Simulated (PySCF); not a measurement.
## Exercise with solution: oscillator strength and radiative lifetime

C3H6BNO2, SMILES C/N=C1\COB1O.

The structure is a stationary point at PBE-D3(BJ)/def2-SVP. The structure was generated by enumeration; whether it is a known compound was not checked. The values are those of a single conformer.

TDDFT-PBE/def2-SVPD run with PySCF puts the first singlet state with f over 0.02 at 6.30 eV (vertical), with the transition dipole (0.000, 1.050, 0.000) in atomic units.

Problem. Find the oscillator strength, the wavelength and the radiative lifetime that this transition would have in vacuum if emission retraced absorption.

Solution. 
|μ|² = 1.1025 au, so |μ| = 2.67 D. ΔE = 6.30/27.211 = 0.2315 hartree. f = (2/3) ΔE |μ|² = 0.170 (the program prints 0.170).
λ = 1239.84/6.30 = 197 nm; ν = 50813 cm⁻¹.
Einstein's coefficient A = 0.6670 ν² f s⁻¹ (ν in cm⁻¹) = 2.9e8 s⁻¹, so τ = 1/A = 3.4 ns. This state is S6; the lower singlets have f = 0.002, 0.014, 0.008, 0.006, 0.000. The figure is the radiative limit of this one transition; relaxation, internal conversion, crossing to triplets and a medium change what is measured.
